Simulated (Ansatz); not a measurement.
System: sum formula BN3H7, net charge 1, singlet state. It need not be the lowest isomer of its formula. 
Geometry from a B3LYP-D3(BJ)/def2-TZVP (Ansatz, a first-principles code) optimisation:
```
B
N 1 1.3884
H 2 1.0060 1 125.79
H 2 1.0081 3 112.20 1 -179.61
N 1 1.3894 2 129.44 3 -179.70
H 5 1.0062 1 125.61 2 179.80
H 5 1.0079 6 112.26 1 179.56
N 1 1.5820 2 115.68 3 -0.18
H 8 1.0207 1 112.85 2 10.09
H 8 1.0225 9 106.98 1 -122.85
H 8 1.0230 9 107.13 10 -114.48
```
Charge +1, spin multiplicity 1.

Total electronic energies in hartree. Correlated levels leave the core frozen unless marked. No spin-orbit coupling. No relativistic terms. CBS(X,Y): correlation extrapolated as X^-3; Hartree-Fock from the larger set. [CCSD(T)-MP2]/basis is that difference in the basis named.

| level | program | energy (Eh) |
|---|---|---|
| HF/cc-pVTZ | Ansatz | -192.09599 |
| revPBE-D3(BJ)/def2-TZVPD | Ansatz + dftd3 | -193.23918 |
| revPBE/def2-TZVPD | Ansatz | -193.22187 |
| PBE0/def2-TZVPD | Ansatz | -193.05595 |
| BHLYP-D3(BJ)/def2-TZVPD | Ansatz + dftd3 | -193.18360 |
| HSE06-D4/def2-TZVPD | Ansatz + dftd4 | -193.04940 |
| LC-wPBE/def2-TZVPD | Ansatz | -193.16682 |
| CCSD/cc-pVTZ | Ansatz | -192.86662 |
| RI-MP2/CBS(cc-pVTZ,cc-pVQZ)+[CCSD(T)-MP2]/cc-pVTZ | Ansatz | -192.9958 |

Totals of different functionals don't rank their quality; only differences between species are comparable.
